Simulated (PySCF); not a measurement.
# Radial density of S (sulfur, neutral)

r2SCAN, [Ne] 3s2 3p4, high-spin 3P determinant. Computed with PySCF 2.14 in cc-pVTZ-DK, with the spin-free X2C one-electron Hamiltonian (Gaussian nucleus).

| r (bohr) | 4πr²ρ (e/bohr) | 4πr²(ρα − ρβ) |
| --- | --- | --- |
| 0.00210 | 0.1635 | 0.0000 |
| 0.00352 | 0.4230 | 0.0000 |
| 0.00593 | 1.069 | 0.0001 |
| 0.00997 | 2.580 | 0.0002 |
| 0.0168 | 5.741 | 0.0004 |
| 0.0282 | 11.10 | 0.0015 |
| 0.0474 | 16.94 | 0.0065 |
| 0.0798 | 17.76 | 0.0284 |
| 0.134 | 12.79 | 0.0997 |
| 0.226 | 14.14 | 0.2083 |
| 0.380 | 17.34 | 0.1463 |
| 0.639 | 7.484 | 0.0111 |
| 1.07 | 3.003 | 0.6840 |
| 1.81 | 3.206 | 1.0771 |
| 3.04 | 0.8522 | 0.3134 |
| 5.11 | 0.04376 | 0.0157 |

Densities and radii are taken from the X2C orbitals without a picture-change correction, which distorts them close to the nucleus.
